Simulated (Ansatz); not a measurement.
A run on CH$_{5}$NO$_{2}$Zn, SMILES `N[CH](O)[Zn][OH]` with other settings.

```yaml
crystal:
  periodic: [false, false, false]
  atoms:
    - {symbol: N, position_ang: [-0.289435, 0.929682, 1.311056]}
    - {symbol: C, position_ang: [-0.271365, -0.317902, 0.587973]}
    - {symbol: O, position_ang: [0.785448, -1.131201, 1.091582]}
    - {symbol: Zn, position_ang: [-0.043433, -0.118258, -1.356744]}
    - {symbol: O, position_ang: [0.140787, 0.060293, -3.118881]}
    - {symbol: H, position_ang: [-0.693466, 1.697276, 0.797172]}
    - {symbol: H, position_ang: [-0.753753, 0.850677, 2.208862]}
    - {symbol: H, position_ang: [-1.166468, -0.927708, 0.763156]}
    - {symbol: H, position_ang: [1.515820, -0.526711, 1.262460]}
    - {symbol: H, position_ang: [0.775854, -0.516168, -3.546647]}
basis:
  gaussian: {orbitals: STO-3G, fitting: {mean_field: def2-universal-jkfit}}
hamiltonian: {xc: {name: LC-wPBE}}
output: {forces: true}
```

```sh
$ ansatz run in.yaml --threads 4 --pin off --events-out ev --progress --plain --max-ram 10444MiB
```

It prints (some lines left out):

```
Functional definition: LC-wPBE
660 factors; integrals over basis functions are off by at most 1.6e-2 eV
660 factors; integrals over basis functions are off by at most 3.6e-7 eV
mean field evaluation 1: about -53516.4107 eV, gradient 3.0e2 eV
mean field evaluation 2: about -53710.2879 eV, gradient 2.5e2 eV
mean field evaluation 4: about -54344.7180 eV, gradient 1.2e2 eV
mean field evaluation 8: about -54439.5834 eV, gradient 7.4e1 eV
mean field evaluation 16: about -54453.7217 eV, gradient 1.5e0 eV
mean field evaluation 32: about -54454.0791 eV, gradient 7.7e-2 eV
mean field -54454.09235143 eV, -2001.1509836056 hartree, gradient 9.9e-8 eV, S^2 0.000000; 6 other end points of the search recorded, 0 dependent functions left out
reference -54454.09235144 eV, -2001.1509836058 hartree; 32, 32 occupied and 11, 11 virtual orbitals, 660 factors
Total energy: -54454.09235144 eV, -2001.1509836058 hartree
Atom 0 at    -0.289435     0.929682     1.311056 Å, force     1.426220     0.365153     0.536263 eV/Å
Atom 1 at    -0.271365    -0.317902     0.587973 Å, force    -0.185920     0.440213    -4.700354 eV/Å
Atom 2 at     0.785448    -1.131201     1.091582 Å, force    -0.977268    -3.667414     0.139115 eV/Å
Atom 3 at    -0.043433    -0.118258    -1.356744 Å, force     0.756954     0.299729    -4.428384 eV/Å
Atom 4 at     0.140787     0.060293    -3.118881 Å, force    -3.239097     1.534928     8.541744 eV/Å
Atom 5 at    -0.693466     1.697276     0.797172 Å, force    -0.751439     1.169984    -0.847715 eV/Å
Atom 6 at    -0.753753     0.850677     2.208862 Å, force    -0.731705    -0.034811     1.198517 eV/Å
Atom 7 at    -1.166468    -0.927708     0.763156 Å, force    -0.599119    -0.338899     0.209538 eV/Å
Atom 8 at     1.515820    -0.526711     1.262460 Å, force     2.075348     2.344259     0.352124 eV/Å
Atom 9 at     0.775854    -0.516168    -3.546647 Å, force     2.226026    -2.113143    -1.000849 eV/Å
Dipole moment:    -0.034129     0.088946    -0.231063 e Å
```

Run time 6.5 s (4 threads of an Arm Neoverse V1 on a shared host); peak host memory 0.13 GiB.
